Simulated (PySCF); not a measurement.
## Where the electron goes

Species: methyl phenyl sulfoxide, C₇H₈OS.
Atom-mapped SMILES: `[CH3:1][S@:2](=[O:3])[c:4]1[cH:5][cH:6][cH:7][cH:8][cH:9]1` (hydrogens: H10, H11, H12 on C1; H13 on C5; H14 on C6; H15 on C7; H16 on C8; H17 on C9)

Cartesian coordinates in Å at the GFN2-xTB level; atoms count from 1:
```xyz
17
C7H8OS angstrom
C      2.6138    0.1426    0.4257
S      1.8051    0.4878   -1.2069
O      1.8339    1.9414   -1.3653
C      0.1378    0.0852   -0.5813
C     -0.2602   -1.2365   -0.4846
C     -1.5289   -1.5277   -0.0135
C     -2.3864   -0.5003    0.3492
C     -1.9826    0.8202    0.2365
C     -0.7157    1.1151   -0.2369
H      3.6681    0.3789    0.3244
H      2.4807   -0.9064    0.6623
H      2.1630    0.7731    1.1839
H      0.4168   -2.0267   -0.7750
H     -1.8508   -2.5554    0.0669
H     -3.3756   -0.7312    0.7158
H     -2.6543    1.6189    0.5133
H     -0.3717    2.1331   -0.3497
```

Theory: TDDFT PBE0/def2-SVPD, vertical, gas phase, core orbitals frozen in the response (PySCF 2.14.0, density-fitted response routines).

Frontier orbitals with the atoms that hold most of them (Löwdin shares over 4%, at most four atoms; ? is withheld):

```json
{"orbital": "LUMO+2", "ε (eV)": "0.57", "atoms": "S2 22%, H13 13%, C6 10%, C5 9%"}
{"orbital": "LUMO+1", "ε (eV)": "-0.64", "atoms": "C6 21%, C9 20%, C8 16%, C5 15%"}
{"orbital": "LUMO", "ε (eV)": "-0.86", "atoms": "?"}
{"orbital": "HOMO", "ε (eV)": "-6.83", "atoms": "?"}
{"orbital": "HOMO-1", "ε (eV)": "-7.78", "atoms": "C9 22%, C6 22%, C5 17%, C8 16%"}
{"orbital": "HOMO-2", "ε (eV)": "-7.89", "atoms": "C4 21%, O3 17%, C7 17%, C8 9%"}
{"orbital": "HOMO-3", "ε (eV)": "-8.07", "atoms": "O3 52%, C4 10%, S2 9%, C1 8%"}
```

(1) Give the leading atoms of the HOMO.

(2) Give the leading atoms of the LUMO.

(3) The HOMO–LUMO gap is 5.97 eV. Where does the response calculation put the lowest singlet, and from which orbitals?

(4) One configuration dominates each of S1 and S2. Which, and how do the shares of the two leading atoms of either orbital change from the occupied to the empty one?

Results:

(1) O3 (bonded to S) 42%; S2 (bonded to 2 C and O) 28%; C1 (bonded to S and 3 H) 8%; C4 (bonded to 2 C and S) 7%. By element: oxygen 42%, sulfur 28%, carbon 15% or more.

(2) C4 (bonded to 2 C and S) 20%; C7 (bonded to 2 C and H) 19%; C5 (bonded to 2 C and H) 13%; C8 (bonded to 2 C and H) 12%.

(3) S1 is at 4.93 eV (f = 0.059), 1.04 eV below the gap, made of HOMO→LUMO (95%). 

(4) 
- S1 (4.93 eV, f 0.059), HOMO→LUMO (95%): O3 42% → at most 12%, S2 28% → at most 12%, C4 7% → 20%, C7 at most 8% → 19%
- S2 (5.12 eV, f 0.0064), HOMO→LUMO+1 (87%): O3 42% → at most 16%, S2 28% → at most 16%, C6 at most 8% → 21%, C9 at most 8% → 20%

Löwdin shares depend on the basis, the more so with diffuse functions.

One conformer stands for the species.
